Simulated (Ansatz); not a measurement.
Total energies of MgMeI (CH₃IMg) from Ansatz at r2SCAN-D4/def2-TZVPD, gas phase (1 Eh = 27.2114 eV = 2625.5 kJ/mol). The reference geometry is relaxed at PBE-D4/def2-TZVP.

Cartesian coordinates in Å:
```
Mg 0.786 0.768 0.361
C -0.629 -0.610 -0.295
H -1.293 -0.168 -1.053
H -1.255 -0.958 0.540
H -0.145 -1.490 -0.743
I 2.537 2.459 1.190
```

| state | geometry | energy (Eh) |
| --- | --- | --- |
| charge 0 singlet | reference | -537.84390 |
| charge -1 doublet | reference | -537.84329 |
| free Mg atom (singlet) | – | -200.03322 |
| free C atom (triplet) | – | -37.83299 |
| free H atom (doublet) | – | -0.49993 |
| free I atom (doublet) | – | -297.79517 |

In the def2 sets I takes a core potential; there is no spin–orbit coupling.

Task: Work out the vertical electron affinity, to the doublet.

Result: E(charge 0 singlet) − E(charge -1 doublet) = -537.84390 − (-537.84329) = -0.00061 Eh = -0.02 eV; so near zero that its sign isn't settled.

Task: What is the binding energy per atom against free atoms?

Result: Atoms: 1 × (-200.03322) + 1 × (-37.83299) + 3 × (-0.49993) + 1 × (-297.79517) = -537.16117 Eh. Binding: -537.16117 − (-537.84390) = 0.68273 Eh = 18.58 eV, or 3.10 eV for each of 6 atoms (no zero-point energy, no counterpoise term).

At r2SCAN-D4/def2-TZVPD the highest occupied level of the charge -1 doublet lies above zero (up to 1.65 eV). Energy differences put its binding near zero (-0.02 eV; vertical, to the charge 0 singlet, at r2SCAN-D4/def2-TZVPD), which leaves it undecided.
